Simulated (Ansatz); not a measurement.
Ansatz results at the PBE0-D4/def2-TZVP geometry: HOMO energy (PBE0/def2-TZVPP) -6.39 eV; HOMO energy (ωB97M-V/def2-TZVPP) -8.76 eV; HOMO–LUMO gap (ωB97M-V/def2-TZVPP) 11.35 eV.

**Question.** Which molecule gave them?
A. `CC1CCN1`
B. `C=CNCC`
C. `FCN[SiH2]Cl`
D. `CC(C)=CN`

**Answer.** A. The others give `CC(C)=CN`: -5.52, -7.71, 10.21; `FCN[SiH2]Cl`: -8.22, -10.55, 12.47; `C=CNCC`: -5.71, -7.92, 10.57.
